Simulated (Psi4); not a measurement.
CH₅F₃Si₂ (SMILES C[SiH2][Si](F)(F)F), singlet, at a GFN2-xTB geometry; PBE/6-311+G(2d,p) in Psi4.

The Psi4 input:
```
memory 2 GB

molecule {
0 1
  Si    0.67608037    0.16045277   -0.19402226
  F     1.27301273    1.06613587    0.97433214
  F     0.58966688    1.21085331   -1.39005968
  F     1.94816847   -0.70075307   -0.61439766
  Si   -1.20828917   -1.03820478    0.27523662
  C    -2.60113629    0.13064100    0.81809366
  H    -1.63047287   -1.79308078   -0.91469312
  H    -0.93078235   -2.00842615    1.34557128
  H    -3.50784411   -0.42228593    1.04546964
  H    -2.84341315    0.85112014    0.04041515
  H    -2.32737934    0.69122999    1.70880114
}

set basis 6-311+g(2d,p)

energy('pbe')
print_variables()
```

### Question
Predict the main parts of the log of this Psi4 run.

### Answer

```
   => Loading Basis Set <=

    Name: 6-311+G(2D,P)
    Role: ORBITAL
    Keyword: BASIS

         ---------------------------------------------------------
                                   SCF
               by Justin Turney, Rob Parrish, Andy Simmonett
                          and Daniel G. A. Smith
                              RKS Reference
         ---------------------------------------------------------

  ==> Geometry <==

    Molecular point group: c1
    Full point group: C1

    Geometry (in Angstrom), charge = 0, multiplicity = 1:

       Center              X                  Y                   Z               Mass
    ------------   -----------------  -----------------  -----------------  -----------------
         SI           0.560923891831     0.127723392301    -0.161475629451    27.976926534650
         F            1.157856251831     1.033406492301     1.006878770549    18.998403162730
         F            0.474510401831     1.178123932301    -1.357513049451    18.998403162730
         F            1.833011991831    -0.733482447699    -0.581851029451    18.998403162730
         SI          -1.323445648169    -1.070934157699     0.307783250549    27.976926534650
         C           -2.716292768169     0.097911622301     0.850640290549    12.000000000000
         H           -1.745629348169    -1.825810157699    -0.882146489451     1.007825032230
         H           -1.045938828169    -2.041155527699     1.378117910549     1.007825032230
         H           -3.623000588169    -0.455015307699     1.078016270549     1.007825032230
         H           -2.958569628169     0.818390762301     0.072961780549     1.007825032230
         H           -2.442535818169     0.658500612301     1.741347770549     1.007825032230

  Running in c1 symmetry.

  Rotational constants: A =      0.11376  B =      0.04628  C =      0.04343 [cm^-1]
  Rotational constants: A =   3410.28911  B =   1387.58161  C =   1302.04612 [MHz]
  Nuclear repulsion =  399.183340511998153

  Charge       = 0
  Multiplicity = 1
  Electrons    = 66
  Nalpha       = 33
  Nbeta        = 33

  ==> Algorithm <==

  SCF Algorithm Type is DF.
  DIIS enabled.
  MOM disabled.
  Fractional occupation disabled.
  Guess Type is SAD.
  Energy threshold   = 1.00e-06
  Density threshold  = 1.00e-06
  Integral threshold = 1.00e-12

  ==> Primary Basis <==

  Basis Set: 6-311+G(2D,P)
    Blend: 6-311+G(2D,P)
    Number of shells: 94
    Number of basis functions: 208
    Number of Cartesian functions: 220
    Spherical Harmonics?: true
    Max angular momentum: 2

  ==> DFT Potential <==

   => LibXC <=

    Version 7.1.2
    S. Lehtola, C. Steigemann, M. J. T. Oliveira, and M. A. L. Marques,  SoftwareX 7, 1–5 (2018) (10.1016/j.softx.2017.11.002)

   => Composite Functional: PBE <=

    PBE GGA Exchange-Correlation Functional

    J.P. Perdew et. al., Phys. Rev. Lett., 77(18), 3865-3868, 1996

    Deriv               =              1
    GGA                 =           TRUE
    Meta                =          FALSE

    Exchange Hybrid     =          FALSE
    MP2 Hybrid          =          FALSE

   => Exchange Functionals <=

    1.0000     XC_GGA_X_PBE

   => Correlation Functionals <=

    1.0000     XC_GGA_C_PBE

   => LibXC Density Thresholds  <==

    XC_GGA_C_PBE:  1.00E-12
    XC_GGA_X_PBE:  1.00E-15

   => Molecular Quadrature <=

    Radial Scheme          =       TREUTLER
    Pruning Scheme         =           NONE
    Nuclear Scheme         =       TREUTLER

    Blocking Scheme        =         OCTREE
    BS radius alpha        =              1
    Pruning alpha          =              1
    Radial Points          =             75
    Spherical Points       =            302
    Total Points           =         238111
    Total Blocks           =           1814
    Max Points             =            256
    Max Functions          =            187
    Weights Tolerance      =       1.00E-15

   => Loading Basis Set <=

    Name: (6-311+G(2D,P) AUX)
    Role: JKFIT
    Keyword: DF_BASIS_SCF

  ==> Integral Setup <==

  SCF_SUBTYPE=INCORE selected. In-core MEM_DF algorithm will be used.
  Using in-core AOs.

  ==> MemDFJK: Density-Fitted J/K Matrices <==

    J tasked:                   Yes
    K tasked:                    No
    wK tasked:                   No
    Algorithm:                 Core
    Schwarz Cutoff:           1E-12
    Mask sparsity (%):      10.7295
    Fitting Condition:        1E-10

   => Auxiliary Basis Set <=

  Basis Set: (6-311+G(2D,P) AUX)
    Blend: HEAVY-AUG-CC-PVTZ-JKFIT
    Number of shells: 254
    Number of basis functions: 858
    Number of Cartesian functions: 1059
    Spherical Harmonics?: true
    Max angular momentum: 4

  Minimum eigenvalue in the overlap matrix is 3.9161446067E-04.
  Reciprocal condition number of the overlap matrix is 4.4741320499E-05.
    Using symmetric orthogonalization.

  ==> Pre-Iterations <==

  SCF Guess: Superposition of Atomic Densities via on-the-fly atomic UHF (no occupation information).

   -------------------------
    Irrep   Nso     Nmo
   -------------------------
     A        208     208
   -------------------------
    Total     208     208
   -------------------------

  ==> Iterations <==

                           Total Energy        Delta E     RMS |[F,P]|

   @DF-RKS iter SAD:  -918.63679880754023   -9.18637e+02   0.00000e+00
   @DF-RKS iter   1:  -918.79606754981353   -1.59269e-01   5.58303e-03 DIIS/ADIIS
   @DF-RKS iter   2:  -917.87235530423766    9.23712e-01   8.37360e-03 DIIS/ADIIS
   @DF-RKS iter   3:  -919.29433678813734   -1.42198e+00   1.34077e-03 DIIS/ADIIS
   @DF-RKS iter   4:  -919.31759732990713   -2.32605e-02   6.07846e-04 DIIS/ADIIS
   @DF-RKS iter   5:  -919.32293505285702   -5.33772e-03   2.50812e-04 DIIS/ADIIS
   @DF-RKS iter   6:  -919.32408458180828   -1.14953e-03   3.79428e-05 DIIS
   @DF-RKS iter   7:  -919.32410529397544   -2.07122e-05   2.05049e-05 DIIS
   @DF-RKS iter   8:  -919.32411137730310   -6.08333e-06   5.23773e-06 DIIS
   @DF-RKS iter   9:  -919.32411187495745   -4.97654e-07   1.22404e-06 DIIS
   @DF-RKS iter  10:  -919.32411190629068   -3.13332e-08   1.21736e-07 DIIS
  Energy and wave function converged.

  ==> Post-Iterations <==

   Electrons on quadrature grid:
      Ntotal   =   65.9999678595 ; deviation = -3.214e-05

    Orbital Energies [Eh]
    ---------------------

    Doubly Occupied:

[...]
    Virtual:

[...]
     208A    140.645208

    Final Occupation by Irrep:
              A
    DOCC [    33 ]
    NA   [    33 ]
    NB   [    33 ]

  @DF-RKS Final Energy:  -919.32411190629068

   => Energetics <=

    Nuclear Repulsion Energy =            399.1833405119981535
    One-Electron Energy =               -2070.6126746217942127
    Two-Electron Energy =                 832.1634030867613774
    DFT Exchange-Correlation Energy =     -80.0581808832561563
    Empirical Dispersion Energy =           0.0000000000000000
    VV10 Nonlocal Energy =                  0.0000000000000000
    Total Energy =                       -919.3241119062906819

Computation Completed

Properties will be evaluated at   0.000000,   0.000000,   0.000000 [a0]

Properties computed using the SCF density matrix

 Multipole Moments:

 ------------------------------------------------------------------------------------
     Multipole            Electronic (a.u.)      Nuclear  (a.u.)        Total (a.u.)
 ------------------------------------------------------------------------------------

 L = 1.  Multiply by 2.5417464519 to convert [e a0] to [Debye]
 Dipole X            :         13.0250724          -14.3625376           -1.3374652
 Dipole Y            :          3.6276834           -4.0820707           -0.4543873
 Dipole Z            :         -3.6882315            4.0592789            0.3710474
 Magnitude           :                                                    1.4604647

 ------------------------------------------------------------------------------------

  Variable Map:
  ----------------------------------------------------------------------------
[...]
  Array Variable Map:
  ----------------------------------------------------------------------------
[...]
[...]
```
